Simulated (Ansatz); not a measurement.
C7H14 can be A, `CC/C=C(\C)CC`, or B, `CCC1CCCC1`.

Program: Ansatz. Geometries: PBE0-D4/def2-TZVP. ΔE: electronic, gas phase. CBS: MP2 limit from def2 TZ/QZ plus the TZ coupled-cluster correction, frozen cores. DFT in def2-TZVPP. B3LYP here is the variant with VWN-RPA as its local correlation; programs differ in this. One conformer a species, not always the lowest.

**Question.** Which is lower in electronic energy at CCSD(T)/CBS, and by how much? (An estimate is asked.)

**Answer.** Computed: B, by 54.4 kJ/mol.

**Question.** Give E(B) − E(A) in kJ/mol with LDA (SPW92), r2SCAN-D4, PBE-D4, B3LYP-D4, MP2/def2-TZVPP, CCSD/def2-TZVPP, CCSD(T)/def2-TZVPP. (Estimate.)

**Answer.** Computed: LDA (SPW92) -70.5, r2SCAN-D4 -51.5, PBE-D4 -49.2, B3LYP-D4 -37.8, MP2/def2-TZVPP -61.5, CCSD/def2-TZVPP -57.1, CCSD(T)/def2-TZVPP -55.3. None reverses the order clearly.

Largest T1 diagnostic: 0.009.

From PBE to PBE0 (25 % exact exchange), in def2-TZVPP and without D4, E(B) − E(A) moves by −13.6 kJ/mol. In def2-TZVPP, CCSD(T) changes the Hartree–Fock value by −13.9 kJ/mol (the triples alone add +1.8 kJ/mol) and MP2 by −20.1 kJ/mol.
